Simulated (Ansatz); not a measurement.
RuO3S (RuSO3), 5 atoms. Hardware: 4 threads of Arm Neoverse V2 on a shared host.

In the def2 sets Ru takes a core potential; there is no spin–orbit coupling. Correlated methods freeze 8 core orbitals; core or outer-core shells of Ru are correlated, in sets that lack core-valence functions.

Question: How many basis functions does each of these Ansatz runs have, and roughly what does it cost? PBE0-D4/def2-SVP, charge 0 singlet, energy with a search over starts; PBE-D4/def2-TZVP, charge 0 triplet at the geometry of the charge 0 singlet, energy, from earlier orbitals; B97M-V/def2-TZVP, charge 0 singlet, energy, from earlier orbitals; LC-ωPBE (ω = 0.30 bohr⁻¹)/def2-TZVP, charge 1 doublet at the geometry of the charge 0 singlet, energy, from earlier orbitals; PBE-QIDH/def2-TZVP, charge 0 singlet, energy, from earlier orbitals; ωB97M-V/def2-TZVP, charge 0 singlet, energy, from earlier orbitals; r2SCAN-D4/def2-TZVP, charge 0 triplet at the geometry of the charge 0 singlet, energy, from earlier orbitals; RPA@PBE/def2-TZVP, charge 0 singlet, energy, from earlier orbitals; LC-ωPBE (ω = 0.15 bohr⁻¹)/def2-TZVP, charge 0 singlet, energy, from earlier orbitals; PBE0-D4/def2-TZVP, charge 1 doublet, energy, from earlier orbitals; PBE-D4/def2-TZVP, charge 1 doublet at the geometry of the charge 0 singlet, energy, from earlier orbitals; PBE-D4/def2-TZVP, charge 1 doublet, energy, from earlier orbitals.

Answer: Other jobs shared the machine, so times can vary by a factor of up to 3. A dash marks memory too small to be measured apart from the calling script's.

| run | functions | fitting or Cholesky vectors | wall time | peak host memory (GiB) |
| --- | --- | --- | --- | --- |
| PBE0-D4/def2-SVP, charge 0 singlet, energy with a search over starts | 91 | 874 | 1.4 s | – |
| LC-ωPBE (ω = 0.15 bohr⁻¹)/def2-TZVP, charge 0 singlet, energy, from earlier orbitals | 170 | 1068 | 1.8 s | – |
| RPA@PBE/def2-TZVP, charge 0 singlet, energy, from earlier orbitals | 170 | 1207 | 3.4 s | – |
| PBE-QIDH/def2-TZVP, charge 0 singlet, energy, from earlier orbitals | 170 | 1207 | 3.7 s | – |
| B97M-V/def2-TZVP, charge 0 singlet, energy, from earlier orbitals | 170 | 1068 | 5.5 s | – |
| PBE-D4/def2-TZVP, charge 1 doublet, energy, from earlier orbitals | 170 | 1068 | 7 s | – |
| ωB97M-V/def2-TZVP, charge 0 singlet, energy, from earlier orbitals | 170 | 1082 | 7 s | – |
| PBE-D4/def2-TZVP, charge 1 doublet at the geometry of the charge 0 singlet, energy, from earlier orbitals | 170 | 1068 | 7.5 s | – |
| LC-ωPBE (ω = 0.30 bohr⁻¹)/def2-TZVP, charge 1 doublet at the geometry of the charge 0 singlet, energy, from earlier orbitals | 170 | 1068 | 10 s | – |
| PBE0-D4/def2-TZVP, charge 1 doublet, energy, from earlier orbitals | 170 | 1102 | 11 s | 0.74 |
| PBE-D4/def2-TZVP, charge 0 triplet at the geometry of the charge 0 singlet, energy, from earlier orbitals | 170 | 1068 | 17 s | – |
| r2SCAN-D4/def2-TZVP, charge 0 triplet at the geometry of the charge 0 singlet, energy, from earlier orbitals | 170 | 1068 | 52 s | – |
